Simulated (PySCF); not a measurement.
chloro(chlorosilyloxy)silane (Cl2H4OSi2), SMILES Cl[SiH2]O[SiH2]Cl. Geometry: PBE-D3(BJ)/def2-SVP. The values are those of a single conformer.

Computed equilibrium geometry at PBE-D3(BJ)/def2-SVP (PySCF confirms it by a frequency run) as a Z-matrix, and its point group (one conformer of several):
point group C2.
```
O
Si 1 1.6701
Si 1 1.6701 2 138.31
H 2 1.4935 1 107.27 3 161.76
H 3 1.4935 1 107.27 2 161.76
H 3 1.4957 5 112.58 1 -121.71
H 2 1.4957 4 112.58 1 -121.71
Cl 3 2.0788 5 108.81 6 -119.82
Cl 2 2.0788 4 108.81 7 -119.82
```
